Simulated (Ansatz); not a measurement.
CH$_{4}$F$_{4}$MoO$_{2}$ (`C[O][Mo]([OH])([F])([F])([F])[F]`) at its PBE0-D4/def2-TZVP geometry, where that method's forces vanish. Charge 0, multiplicity 1. Mo: def2 effective core potential.

```xyz
12

C     0.6665    1.8642    0.4171
O     0.0957    0.8797   -0.3923
Mo   -0.1932   -0.8919   -0.5224
O    -1.4547   -0.7814    0.8441
F    -0.4148   -2.7168   -0.2764
F     0.9566   -1.3133   -1.9029
F     1.2706   -1.0490    0.6172
F    -1.4738   -0.7461   -1.8341
H     1.5113    1.4256    0.9567
H     1.0012    2.6883   -0.2148
H    -0.0874    2.2183    1.1248
H    -1.8780   -1.5776    1.1830
```

(1) What forces (eV/Å) does PBE-D4/def2-TZVPP give on these atoms in the Gaussian-basis code of Ansatz? (Estimate.)

## Answers

(1) The calculation gave: 
```
C1   0.021  0.081  0.009
O2   0.021  0.862 -0.125
Mo3  0.027 -0.398 -0.140
O4  -0.430  0.440  0.526
F5  -0.088 -0.734  0.063
F6   0.500 -0.160 -0.593
F7   0.584 -0.057  0.477
F8  -0.579  0.078 -0.572
H9   0.192 -0.078  0.135
H10  0.086  0.206 -0.107
H11 -0.144  0.100  0.171
H12 -0.189 -0.340  0.156
```
